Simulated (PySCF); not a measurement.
Partial charges of `CN(C)[Si@H]1C[C@H](C#N)C1`

C6H12N2Si.
Geometry (GFN2-xTB, Å), atoms numbered from 1 in this order:
```
atom  x, y, z in Å
C1    -1.650    0.787   -1.618
N2    -1.353    0.366   -0.270
C3    -2.545    0.219    0.532
Si4    0.014   -0.627    0.037
C5     1.678    0.204   -0.379
C6     2.136    0.027    1.090
C7     3.080   -1.045    1.200
N8     3.818   -1.917    1.278
C9     0.792   -0.359    1.756
H10   -0.723    0.928   -2.167
H11   -2.197    1.732   -1.594
H12   -2.261    0.050   -2.151
H13   -3.212   -0.553    0.133
H14   -3.091    1.166    0.554
H15   -2.268   -0.053    1.547
H16   -0.046   -2.043   -0.361
H17    2.331   -0.297   -1.090
H18    1.630    1.256   -0.652
H19    2.590    0.926    1.515
H20    0.878   -1.219    2.416
H21    0.390    0.469    2.336
```

Density: PBE0/pcSseg-1 (PySCF); schemes: Mulliken, IAO, Hirshfeld and ESP-fitted. Geometry: GFN2-xTB, one conformer, isolated molecule.

Question: Which atoms carry the highest charge in the Mulliken, IAO, Hirshfeld and ESP-fitted schemes?

Answer: All schemes agree: Mulliken Si4 (+0.923); IAO Si4 (+1.015); Hirshfeld Si4 (+0.401); ESP-fitted Si4 (+0.815).

Question: For which atoms does the sign change between the 4 schemes (beyond +0.03 e in one, beyond −0.03 e in another)?

Answer: C6.

Question: At which atom do the 4 schemes differ most?

Answer: At Si4: from +0.401 (Hirshfeld) to +1.015 e (IAO), 0.614 e apart.

Question: Tabulate the Mulliken, IAO, Hirshfeld and ESP-fitted charges.

Answer: In e:

```json
{"atom": "C1", "environment": "N-methyl carbon", "Mulliken": "-0.076", "IAO": "-0.299", "Hirshfeld": "-0.068", "ESP-fitted": "-0.423"}
{"atom": "N2", "environment": "silicon-bound nitrogen", "Mulliken": "-0.789", "IAO": "-0.503", "Hirshfeld": "-0.176", "ESP-fitted": "-0.251"}
{"atom": "C3", "environment": "N-methyl carbon", "Mulliken": "-0.076", "IAO": "-0.299", "Hirshfeld": "-0.068", "ESP-fitted": "-0.435"}
{"atom": "Si4", "environment": "SiH silicon", "Mulliken": "+0.923", "IAO": "+1.015", "Hirshfeld": "+0.401", "ESP-fitted": "+0.815"}
{"atom": "C5", "environment": "sp3 carbon bound to silicon", "Mulliken": "-0.459", "IAO": "-0.553", "Hirshfeld": "-0.162", "ESP-fitted": "-0.535"}
{"atom": "C6", "environment": "sp3 carbon next to a nitrile", "Mulliken": "-0.305", "IAO": "-0.137", "Hirshfeld": "-0.003", "ESP-fitted": "+0.156"}
{"atom": "C7", "environment": "nitrile carbon", "Mulliken": "+0.132", "IAO": "+0.141", "Hirshfeld": "+0.086", "ESP-fitted": "+0.290"}
{"atom": "N8", "environment": "nitrile nitrogen", "Mulliken": "-0.255", "IAO": "-0.264", "Hirshfeld": "-0.241", "ESP-fitted": "-0.464"}
{"atom": "C9", "environment": "sp3 carbon bound to silicon", "Mulliken": "-0.459", "IAO": "-0.553", "Hirshfeld": "-0.162", "ESP-fitted": "-0.547"}
{"atom": "H10", "environment": "methyl hydrogen", "Mulliken": "+0.119", "IAO": "+0.145", "Hirshfeld": "+0.047", "ESP-fitted": "+0.139"}
{"atom": "H11", "environment": "methyl hydrogen", "Mulliken": "+0.115", "IAO": "+0.140", "Hirshfeld": "+0.043", "ESP-fitted": "+0.167"}
{"atom": "H12", "environment": "methyl hydrogen", "Mulliken": "+0.099", "IAO": "+0.119", "Hirshfeld": "+0.033", "ESP-fitted": "+0.145"}
{"atom": "H13", "environment": "methyl hydrogen", "Mulliken": "+0.099", "IAO": "+0.119", "Hirshfeld": "+0.034", "ESP-fitted": "+0.147"}
{"atom": "H14", "environment": "methyl hydrogen", "Mulliken": "+0.115", "IAO": "+0.140", "Hirshfeld": "+0.043", "ESP-fitted": "+0.172"}
{"atom": "H15", "environment": "methyl hydrogen", "Mulliken": "+0.119", "IAO": "+0.144", "Hirshfeld": "+0.047", "ESP-fitted": "+0.141"}
{"atom": "H16", "environment": "Si–H hydrogen", "Mulliken": "-0.080", "IAO": "-0.152", "Hirshfeld": "-0.082", "ESP-fitted": "-0.165"}
{"atom": "H17", "environment": "methylene hydrogen", "Mulliken": "+0.157", "IAO": "+0.156", "Hirshfeld": "+0.037", "ESP-fitted": "+0.139"}
{"atom": "H18", "environment": "methylene hydrogen", "Mulliken": "+0.148", "IAO": "+0.156", "Hirshfeld": "+0.044", "ESP-fitted": "+0.143"}
{"atom": "H19", "environment": "methine hydrogen", "Mulliken": "+0.171", "IAO": "+0.173", "Hirshfeld": "+0.062", "ESP-fitted": "+0.077"}
{"atom": "H20", "environment": "methylene hydrogen", "Mulliken": "+0.157", "IAO": "+0.156", "Hirshfeld": "+0.037", "ESP-fitted": "+0.142"}
{"atom": "H21", "environment": "methylene hydrogen", "Mulliken": "+0.148", "IAO": "+0.156", "Hirshfeld": "+0.044", "ESP-fitted": "+0.148"}
```

Mean size of the charges over all atoms: ESP-fitted 0.269 e, IAO 0.263 e, Mulliken 0.238 e, Hirshfeld 0.091 e. Each set sums to the total charge, 0, to within 0.001 e. The IAO scheme projects the occupied orbitals on a minimal set of polarised atomic orbitals and counts the electrons in each atom's part of it. The Hirshfeld scheme weights the molecular density at each point by an atom's share of the summed free-atom densities.

Question: Sum the charges by element, for elements with more than one atom.

Answer: 
| element | atoms | Mulliken | IAO | Hirshfeld | ESP-fitted |
| --- | --- | --- | --- | --- | --- |
| C | 6 | -1.245 | -1.700 | -0.376 | -1.494 |
| N | 2 | -1.044 | -0.767 | -0.416 | -0.715 |
| H | 12 | +1.366 | +1.452 | +0.391 | +1.394 |

Question: How closely do the schemes follow one another over all atoms?

Answer: Correlation coefficient and root-mean-square difference: IAO with Hirshfeld 0.95, 0.223 e; Mulliken with IAO 0.95, 0.108 e; IAO with ESP-fitted 0.94, 0.119 e; Hirshfeld with ESP-fitted 0.93, 0.214 e; Mulliken with Hirshfeld 0.91, 0.219 e; Mulliken with ESP-fitted 0.81, 0.204 e.
